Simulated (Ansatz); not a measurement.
C4H7Al (`C=C[C](=C)[AlH2]`), relaxed with RKS PBE0-D4/def2-TZVP in the Gaussian-basis code of Ansatz from a PBE-D4/def2-SVP geometry. The force threshold is 0.005 eV/Å; the program also tests the step.

Total charge 0; spin multiplicity 1.

Start:

```xyz
12

C    -0.267    1.859   -0.854
C    -0.086    1.173    0.297
C     0.062   -0.284    0.414
C     0.218   -0.850    1.646
Al    0.073   -1.555   -1.091
H    -0.313    1.353   -1.832
H    -0.371    2.955   -0.854
H    -0.044    1.745    1.246
H     0.236   -0.239    2.570
H     0.328   -1.940    1.785
H    -0.044   -1.114   -2.627
H     0.209   -3.103   -0.700
```

Problem. How much energy does the relaxation release, and in how many steps? (An estimate is asked.)

Solution. Ansatz gave: 5.69 kJ/mol, in 7 steps, 2 of them rejected.

Problem. Which bonds change most? (An estimate is asked.)

Solution. Computed: C3–C4 from 1.365 to 1.344 Å; C1–C2 from 1.352 to 1.333 Å; C3–Al5 from 1.970 to 1.952 Å; C1–H6 from 1.103 to 1.086 Å.

Problem. Give the relaxed structure. (An estimate is asked.)

Solution. Ansatz gave: 
```xyz
12

C    -0.250    1.841   -0.840
C    -0.090    1.169    0.300
C     0.060   -0.279    0.408
C     0.212   -0.838    1.621
Al    0.066   -1.542   -1.080
H    -0.279    1.335   -1.800
H    -0.356    2.919   -0.849
H    -0.068    1.728    1.237
H     0.227   -0.242    2.535
H     0.327   -1.910    1.754
H    -0.094   -1.109   -2.599
H     0.243   -3.070   -0.688
```
